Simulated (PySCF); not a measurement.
## UHF on S²⁺ (sulfur, charge +2)

Configuration: [Ne] 3s2 3p2, high-spin 3P determinant. All numbers are calculated (PySCF 2.14, the non-relativistic Hamiltonian (point nucleus), in aug-cc-pV(Q+d)Z).

```
Total energy                                                  : -396.338119 hartree
One-electron energy                                           : -535.1949 hartree
Hartree (Coulomb) energy                                      : 163.2697 hartree
Exchange energy                                               : -24.4129 hartree
Kinetic energy                                                : 396.25788 hartree
⟨S²⟩                                                          : 2.0117
⟨L²⟩                                                          : 2.034
Sum of ⟨r⟩                                                    : 10.52 bohr
Sum of ⟨r²⟩                                                   : 15.09 bohr²
Traceless quadrupole moment −½Σ⟨3z² − r²⟩ along its main axis : 1.46 e·bohr²
Density at the nucleus (Gaussians lack the cusp)              : 2640 bohr⁻³
Spin density at the nucleus                                   : 0.126 bohr⁻³
Langevin diamagnetic susceptibility                           : -11.9 ×10⁻⁶ cm³/mol
```

```json
{"shell": "1s α", "electrons": "1", "mean orbital energy (hartree)": "-92.98942", "spread (hartree)": "0", "rms radius, mean of both spins (bohr)": "0.113"}
{"shell": "1s β", "electrons": "1", "mean orbital energy (hartree)": "-92.96596", "spread (hartree)": "0", "rms radius, mean of both spins (bohr)": "0.113"}
{"shell": "2s α", "electrons": "1", "mean orbital energy (hartree)": "-9.96312", "spread (hartree)": "0", "rms radius, mean of both spins (bohr)": "0.517"}
{"shell": "2s β", "electrons": "1", "mean orbital energy (hartree)": "-9.93852", "spread (hartree)": "0", "rms radius, mean of both spins (bohr)": "0.517"}
{"shell": "2p α", "electrons": "3", "mean orbital energy (hartree)": "-7.64706", "spread (hartree)": "0.02165", "rms radius, mean of both spins (bohr)": "0.491"}
{"shell": "2p β", "electrons": "3", "mean orbital energy (hartree)": "-7.60312", "spread (hartree)": "0.02710", "rms radius, mean of both spins (bohr)": "0.491"}
{"shell": "3s α", "electrons": "1", "mean orbital energy (hartree)": "-1.78246", "spread (hartree)": "0", "rms radius, mean of both spins (bohr)": "1.71"}
{"shell": "3s β", "electrons": "1", "mean orbital energy (hartree)": "-1.53880", "spread (hartree)": "0", "rms radius, mean of both spins (bohr)": "1.71"}
{"shell": "3p α", "electrons": "2", "mean orbital energy (hartree)": "-1.27626", "spread (hartree)": "0", "rms radius, mean of both spins (bohr)": "1.90"}
```

Spin-orbit constants ζ (cm⁻¹) from the X2C one-electron operator on these orbitals (non-relativistic here): bare nucleus, nucleus screened by l(l+1)(2l+1)/3 electrons, and screened by the Breit-Pauli mean field of the electrons.

```
shell   bare  screened nucleus  mean field
   2p   7399              6474        6053
   3p  611.4             535.0       493.9
```

To first order the Landé constant is A = 247.0 cm⁻¹, so the lowest level has J = 0 and lies 0.0612 eV below the centre of the term. This holds in LS coupling only.
